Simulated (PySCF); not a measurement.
Assigning NMR signals

Bonds (- single, = double, # triple, : aromatic): C1-O2, O2-C3, C3:P4, P4:C5, C5-C6, C6-F7, C6-F8, C6-F9, C5:O10, O10:C11, C11-C12, C11:C3. C1 carries H13, H14, H15; C12 carries H16, H17, H18.

- structure optimised with GFN2-xTB
- NMR shieldings at PBE0/pcSseg-1/GIAO
- run in PySCF 2.14
- non-relativistic Hamiltonian, no solvent model, one computed conformer, equivalent nuclei averaged

Shifts are taken against calculated references (same method and geometry level): TMS for 13C, 1H.

(1) Assign these signals to the numbered atoms. 13C{1H} NMR (computed): δ 179.9, 176.1, 153.9, 129.8, 63.2, 13.7.

(2) Assign these signals to the numbered atoms. 1H NMR (300 MHz, computed): δ 4.11 (s, 3H), 2.61 (s, 3H).

## Answers

(1) 
| δ (ppm) | atoms | environment | reason |
| --- | --- | --- | --- |
| 179.9 | C5 | substituted aromatic carbon next to the ring oxygen | – |
| 176.1 | C3 | aromatic carbon bearing oxygen | the electronegative substituent deshields the carbon that carries it |
| 153.9 | C11 | substituted aromatic carbon next to the ring oxygen | – |
| 129.8 | C6 | CF3 carbon | 3 electronegative neighbours deshield it |
| 63.2 | C1 | methyl carbon bonded to O | pulled downfield by the heteroatom |
| 13.7 | C12 | methyl carbon on an aromatic ring | aliphatic region, no heteroatom directly attached |

(2) 
| δ (ppm) | atoms | environment | reason |
| --- | --- | --- | --- |
| 4.11 | H13/H14/H15 | hydrogen on a methyl carbon bonded to O | its carbon carries O, hence the downfield position |
| 2.61 | H16/H17/H18 | hydrogen on a methyl carbon on an aromatic ring | benzylic-type position, deshielded by the ring |

Splittings by 19F and 31P in the carbon and heteronuclear signals aren't shown, as no couplings were computed. Shifts are as computed. Against solution values, carbons near 30 ppm lie about +3 ppm off and those near 130 ppm about +5 ppm. Of 1211 compounds with measured shifts, 218 miss one by over three times the rms of a fit or turn the order of signals round; such compounds aren't used in these exercises. No couplings were computed; multiplicities are counted from neighbouring protons, with m where these are inequivalent, close in shift, in a saturated or five-membered ring or joined by F or P, and br s for small geminal =CH2 splittings.
